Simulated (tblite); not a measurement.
Species: C6H11FSi.
Z-matrix (Å and degrees, GFN2-xTB geometry), rows numbered from 1:
```
C 
C   1  1.3202
C   2  1.4897  1  124.46
Si  3  1.9041  2  111.09  1   104.33
C   4  1.9163  3  113.64  2   175.42
F   5  1.3813  4  110.12  3    45.21
C   4  1.8837  3  121.96  2   -32.34
C   7  1.5477  4   65.78  3   107.47
H   1  1.0764  2  122.05  3  -179.21
H   1  1.0778  2  121.63  3     1.06
H   2  1.0819  1  120.18  3   178.67
H   3  1.0907  2  110.17  1   -16.63
H   3  1.0914  2  109.83  1  -134.97
H   5  1.0923  4  112.92  3   -73.09
H   5  1.0909  4  112.10  3   163.73
H   7  1.0802  4  119.74  8  -106.41
H   7  1.0806  4  121.55  8   106.23
H   8  1.0808  4  121.40  7  -106.26
H   8  1.0799  4  120.14  7   106.06
```

Method: GFN2-xTB as coded in tblite; computed harmonic values from a numerical Hessian at the method's own geometry, unscaled. The method is semi-empirical: single wavenumbers can be off by several per cent or more. One conformer, not necessarily the lowest.

Harmonic wavenumbers (cm⁻¹): 32.2, 40.0, 59.0, 97.5, 135.0, 162.8, 164.4, 239.7, 317.8, 406.3, 555.7, 647.3, 664.6, 695.6, 711.0, 739.4, 779.1, 794.2, 823.5, 870.0, 887.9, 953.9, 1021.0, 1023.8, 1034.8, 1048.6, 1065.5, 1076.5, 1154.5, 1176.5, 1203.0, 1209.0, 1275.2, 1296.9, 1410.4, 1429.3, 1441.5, 1448.4, 1452.9, 1712.2, 2956.7, 2966.4, 2974.6, 2985.0, 3057.6, 3061.4, 3067.3, 3072.9, 3089.0, 3099.6, 3127.4.

A = 2183, B = 1119, C = 843.0 MHz; mass 130.061 u (most abundant isotopes); point group C1, symmetry number 1.

What is the zero-point energy?

½Σν̃ = 33357 cm⁻¹ = 399.04 kJ/mol.

What is S at 400 K and 1 bar for an ideal gas of classical rigid rotors and harmonic oscillators?

Translation 175.68, rotation 126.82, vibration 189.94: S = 492.4 J/(mol K).

And Cp and H(400 K) − H(0)?

Cp = 205.35 J/(mol K), of which vibrations give 172.09 (their classical limit is 51 R = 424.0); H(400 K) − H(0) = 49.39 kJ/mol without the zero-point energy, 36.09 from vibrations.

How do the functions run with temperature in this model?

| T (K) | S (J/(mol K)) | Cp (J/(mol K)) | H − H(0) (kJ/mol) | G − H(0) (kJ/mol) | ln q(vib) |
| --- | --- | --- | --- | --- | --- |
| 150 | 350.5 | 103.5 | 11.12 | -41.46 | 4.78 |
| 250 | 411.8 | 141.6 | 23.28 | -79.67 | 7.83 |
| 298.15 | 438.5 | 162.7 | 30.60 | -100.15 | 9.19 |
| 600 | 588.7 | 269.3 | 97.30 | -255.91 | 17.29 |
| 900 | 710.2 | 329.2 | 187.83 | -451.37 | 24.69 |

q(vib) and H(0) count from the zero-point level.

Which modes carry the vibrational entropy at 400 K?

32.2 cm⁻¹: 26.24; 40.0 cm⁻¹: 24.44; 59.0 cm⁻¹: 21.22; 97.5 cm⁻¹: 17.07; 135.0 cm⁻¹: 14.40; 162.8 cm⁻¹: 12.88 J/(mol K); the other 45 give 73.68 together.

Blend soft modes into free rotors: weight 1/[1 + (100 cm⁻¹/ν̃)⁴] for the oscillator and the rest for a rotor with moment μB/(μ + B), μ = h/(8π²ν), B = 10⁻⁴⁴ kg m². What vibrational entropy results?

166.17 J/(mol K) in place of 189.94, which changes −T·S at 400 K by +9.50 kJ/mol.

Hindered rotation and anharmonicity are outside this model. Other conformers, if any are populated, would add a mixing term that is left out. The structure is chiral; the term R ln 2 for an equal mix with its mirror image is left out.
